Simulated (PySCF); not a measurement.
**Polarisability and C₆ of Mn²¹⁺ (manganese, charge +21)**

[He] 2s2, closed-shell 1S. Calculation: PySCF 2.14, in an uncontracted even-tempered set (19 s from 5.1 bohr⁻², ratio 2.2; 8 p from 7.9 bohr⁻², ratio 2.4; 6 d from 24 bohr⁻², ratio 2.4; 5 f from 36 bohr⁻², ratio 2.4; 4 g from 53 bohr⁻², ratio 2.4); scalar relativity by spin-free X2C-1e. Coupled (time-dependent) response in atomic units; α is the mean over directions.

```json
{"method": "UHF", "mean α (bohr³)": "0.01876", "C₆ (like pair)": "0.0008345", "S(−4)": "0.002131"}
{"method": "PBE0", "mean α (bohr³)": "0.01804", "C₆ (like pair)": "0.0007955", "S(−4)": "0.001938"}
```

S(−4) is the Cauchy moment in α(ω) = α(0) + S(−4) ω² + …

α(iu) at PBE0:

```json
{"u (hartree)": "0", "α(iu) (bohr³)": "0.01804"}
{"u (hartree)": "0.300", "α(iu) (bohr³)": "0.01787"}
{"u (hartree)": "0.600", "α(iu) (bohr³)": "0.01737"}
{"u (hartree)": "1.20", "α(iu) (bohr³)": "0.01564"}
{"u (hartree)": "1.80", "α(iu) (bohr³)": "0.01343"}
{"u (hartree)": "2.40", "α(iu) (bohr³)": "0.01125"}
{"u (hartree)": "3.00", "α(iu) (bohr³)": "0.009347"}
{"u (hartree)": "4.50", "α(iu) (bohr³)": "0.006014"}
{"u (hartree)": "6.00", "α(iu) (bohr³)": "0.004147"}
{"u (hartree)": "9.00", "α(iu) (bohr³)": "0.002406"}
{"u (hartree)": "15.0", "α(iu) (bohr³)": "0.001299"}
```

A single London oscillator, α(iu) = α/(1 + u²/ω²), gives C₆ = (3/4) ω α². Matching the computed C₆ needs ω = 4 × 0.0007955 / (3 × 0.01804²) = 3.26 hartree.

For an ion, C₆ is the dispersion term alone; charge-induced terms of lower order in 1/R come first.
